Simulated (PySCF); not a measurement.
Work out the structure from these simulated measurements.

Formula: H5O2PSi.

- Polarisability: 61.7 au [wB97X-D/def2-SVPD]
- UV, strongest line: among the 10 lowest singlet transitions: S3 at 7.44 eV (167 nm, f = 0.171) [TDDFT wB97X-D/def2-SVPD]
- Rotational structure: rotational constants A, B, C: 6.291, 3.065, 2.294 GHz [PBE0-D3(BJ)/def2-SVP]
- UV, first state: lowest singlet excitation: 6.69 eV (185 nm, f = 0.013) [TDDFT wB97X-D/def2-SVPD]
- 1H NMR: chemical shifts (computed TMS as zero) by class: 6.02 (1 H), 1.89 (2 H), 1.53 (2 H) ppm [GIAO B97-2/pcSseg-2]
- Valence photoelectron: vertical ionisation energy: 9.71 eV [ΔSCF wB97X-D/def2-SVPD]
- Triplet: lowest triplet excitation (Tamm–Dancoff): 5.89 eV [TDA wB97X-D/def2-SVPD]
- NMR, other nuclei: isotropic shieldings of nuclei other than C and H, by class: 259 (2 O), 353 (1 Si), 572 (1 P) ppm [GIAO B97-2/pcSseg-2]
- XPS: Si2p3/2 107.8, P2p3/2 136.3, O1s 538.7 (×2), Si1s 1847.8, P1s 2149.9 eV [ΔSCF SCAN, pcX-2 on the ionised atom, pcseg-1 elsewhere, spin-free X2C, 2p3/2 from a spin–orbit splitting computed afterwards within the 2p shell]

Electronic properties: PySCF, gas phase, density fitting. Levels stand in brackets. The structure is a single PBE0-D3(BJ)/def2-SVP conformer in the gas phase; no vibrational or solvent corrections. NMR classes are plain means over equivalent atoms (diastereotopic ones count apart unless rotation or inversion swaps them), as if these changed places fast.

**Question.** Give a SMILES that accounts for the data.

**Answer.** Numbering: `[OH:1][SiH:2]([OH:3])[PH2:4]`. Hydrogen classes from least to most shielded: 1 H on an oxygen-bound silicon, Si2 (6.02 ppm), 2 H on 2 silanol oxygens, O1/O3 (1.89 ppm), 2 H on a three-coordinate phosphorus, P4 (1.53 ppm). The other shieldings belong to: 259 ppm, silanol oxygen [O1/O3]; 353 ppm, oxygen-bound silicon [Si2]; 572 ppm, three-coordinate phosphorus [P4]. The core levels belong to: Si2p3/2 107.8 eV, oxygen-bound silicon [Si2]; P2p3/2 136.3 eV, three-coordinate phosphorus [P4]; O1s 538.7 eV, silanol oxygen [O1/O3]; Si1s 1847.8 eV, oxygen-bound silicon [Si2]; P1s 2149.9 eV, three-coordinate phosphorus [P4]. One atom of each topological class was ionised and stands for its class. The first electron is taken from the HOMO, whose largest Löwdin shares are 0.61 on the three-coordinate phosphorus, 0.15 on the oxygen-bound silicon, 0.07 on the Si–H hydrogen and 0.06 on a P–H hydrogen. By its constants the optimised geometry is an asymmetric top. Structure: `O[SiH](O)P`. The assignments are read from this structure; whether some other isomer fits the data as well wasn't checked.

Conformer computed: `[OH:1][SiH:2]([OH:3])[PH2:4]`: H–O1–Si2–O3 60°, H–O3–Si2–O1 -128°, H–P4–Si2–O1 168°, H–P4–Si2–O1 75°.
